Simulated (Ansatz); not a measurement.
H2AlFSi, SMILES `F[Si][AlH2]` (triplet; the order of the spin states depends on the level) (charge 0, multiplicity 3). This triplet lies 0.29 eV above the relaxed singlet at the level frozen-core CCSD(T)/cc-pVTZ // PBE0-D3(BJ)/def2-TZVP (Ansatz, a program for electronic structure); other levels give the other order.

Cartesian coordinates (Å):
```xyz
5

F      2.5111    -0.6229    -0.2900
Si     1.4977     0.5123     0.2378
Al    -0.8729     0.0923     0.0432
H     -1.3841    -1.2660    -0.5879
H     -1.7518     1.2842     0.5969
```
Charge 0, spin multiplicity 3.

Frozen-core energies in cc-pVDZ from Ansatz at a geometry from PBE0-D3(BJ)/def2-TZVP; the HF reference has <S^2> = 2.02 and the T1 diagnostic is 0.024.

```tsv
level	energy (Ha)
HF	-631.43377
MP2	-631.74597
CCSD	-631.77900
CCSD(T)	-631.78661
```

### Question
Estimate the energies of CCSDT and CCSDT(Q), and give each level's difference from CCSDT(Q).

### Answer

```csv
level,energy (Ha),difference from CCSDT(Q) (mHa)
MP2,-631.74597,42.72
CCSD,-631.77900,9.69
CCSD(T),-631.78661,2.08
CCSDT,-631.78796,0.73
CCSDT(Q),-631.78869,0.00
```
